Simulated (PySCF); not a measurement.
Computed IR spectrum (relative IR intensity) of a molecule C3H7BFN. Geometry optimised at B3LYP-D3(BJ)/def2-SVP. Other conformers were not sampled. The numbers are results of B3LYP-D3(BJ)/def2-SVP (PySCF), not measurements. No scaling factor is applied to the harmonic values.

ν (cm⁻¹): 301 (vw), 467 (s), 472 (vw), 642 (m), 755 (w), 882 (vw), 975 (w), 1188 (m), 1367 (m), 1386 (s), 1402 (m), 1425 (w), 1455 (vw), 1470 (m), 1594 (vs), 1697 (w), 3008 (w), 3068 (w), 3107 (w), 3117 (w), 3218 (vw), 3604 (m), 3710 (w) (against the strongest line: vs over 80 %, s over 45 %, m over 15 %, w over 4 %, vw less)

Question: Identify the compound among the candidates.
(A) C/N=C/B(C)F
(B) C=C(C)B(N)F
(C) C=CB(N)CF
(D) C/C=N/B(C)F

Answer: B, C=C(C)B(N)F
